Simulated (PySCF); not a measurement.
# CsF: frontier orbitals

PBE0 at R = 2.400 Å; PySCF, scalar-relativistic core potentials, basis sets Cs def2-SVP with ECP46, F def2-SVP. State: ¹Σ⁺ (singlet), closed shell. Only the outer orbitals are listed, counted within each symmetry, core potentials removing the inner ones.

| orbital | occ. | ε (eV) | on Cs (%) | main shells (%) |
| --- | --- | --- | --- | --- |
| 2σ | 2 | -28.65 | 98 | 98 Cs s |
| 3σ | 2 | -25.30 | 5 | 94 F s |
| 1π | 2 | -14.33 | 100 | 100 Cs p |
| 1π | 2 | -14.33 | 100 | 100 Cs p |
| 4σ | 2 | -13.88 | 95 | 94 Cs p |
| 2π | 2 | -5.95 | 6 | 94 F p |
| 2π | 2 | -5.95 | 6 | 94 F p |
| 5σ | 2 | -5.80 | 11 | 88 F p |
| 6σ | 0 | -0.93 | 100 | 85 Cs s, 13 Cs p |
| 3π | 0 | 0.11 | 100 | 91 Cs p, 9 Cs d |
| 3π | 0 | 0.11 | 100 | 91 Cs p, 9 Cs d |

Problem. Which are the highest filled and the lowest empty level, where do they sit, and how wide is the gap?

Solution. Highest filled 5σ at -5.80 eV (in %: 88 F p); lowest empty 6σ at -0.93 eV (in %: 85 Cs s, 13 Cs p); the gap at PBE0 is 4.87 eV.

* bond order (Mayer): 0.75
* ⟨S²⟩: 0.000
* charge on Cs (Mulliken, basis-dependent): 0.59
* charge on Cs (Löwdin, basis-dependent): 0.50
* dipole moment (positive dipole means Cs(−)F(+)): -7.73 D
* polarisability along the bond: 37.5 bohr³
* polarisability across the bond: 23.4 bohr³

Spin–orbit coupling is left out.
